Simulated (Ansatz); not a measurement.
Molecule: prop-2-enylsilane, C3H8Si, net charge 0, singlet state. SMILES: C=CC[SiH3]
Geometry from a B3LYP-D3(BJ)/def2-TZVP (Ansatz, an electronic-structure program) optimisation:
```xyz
12

C     -2.1517     0.1281     0.6809
C     -1.0138    -0.5534     0.6094
C     -0.1038    -0.6009    -0.5756
Si     1.4535     0.4382    -0.3041
H     -2.7469     0.1415     1.5844
H     -2.5278     0.6958    -0.1630
H     -0.6780    -1.1031     1.4849
H      0.2133    -1.6284    -0.7800
H     -0.6106    -0.2323    -1.4713
H      1.0901     1.8687    -0.1801
H      2.1380     0.0087     0.9393
H      2.3892     0.2719    -1.4439
```

Computed values are from Ansatz. Valence correlation only, unless marked. Open shells are spin-unrestricted. No spin-orbit coupling. Non-relativistic. CBS(X,Y): correlation extrapolated as X^-3; Hartree-Fock from the larger set. [CCSD(T)-MP2]/basis is that difference in the basis named.

Problem. What is the vertical triplet-singlet gap at RI-MP2/CBS(aug-cc-pV(T+d)Z,aug-cc-pV(Q+d)Z)+[CCSD(T)-MP2]/aug-cc-pV(T+d)Z?

Solution. 4.51 eV.

Problem. What is the vertical ionisation energy (to the doublet) at RI-MP2/CBS(aug-cc-pV(T+d)Z,aug-cc-pV(Q+d)Z)+[CCSD(T)-MP2]/aug-cc-pV(T+d)Z?

Solution. 9.62 eV.

Problem. What is the total energy at CCSD(T)/CBS(aug-cc-pV(T+d)Z,aug-cc-pV(Q+d)Z)?

Solution. -408.0100 Eh.

Problem. What is the dipole moment at CCSD(T)/aug-cc-pV(D+d)Z?

Solution. 0.53 D.

Problem. What is the T1 diagnostic at CCSD/aug-cc-pV(Q+d)Z?

Solution. 0.011.
